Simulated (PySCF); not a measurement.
A calculated (MN15, PySCF 2.14, cc-pVTZ-DK, the spin-free X2C one-electron Hamiltonian (Gaussian nucleus)) atom or ion has these occupied shells.

```tsv
shell	electrons	orbital energy (eV)	rms radius, mean of both spins (bohr)
1s α	1	-2776.3	0.105
1s β	1	-2775.7	0.105
2s α	1	-281.08	0.490
2s β	1	-280.42	0.490
2p α	3	-225.43	0.452
2p β	3	-224.86	0.452
3s α	1	-49.154	1.56
3s β	1	-44.278	1.56
3p α	3	-35.621	1.70
```

Question: Name the element and its charge.

Answer: Cl²⁺ (chlorine, charge +2), in [Ne] 3s2 3p3, high-spin 4S determinant.
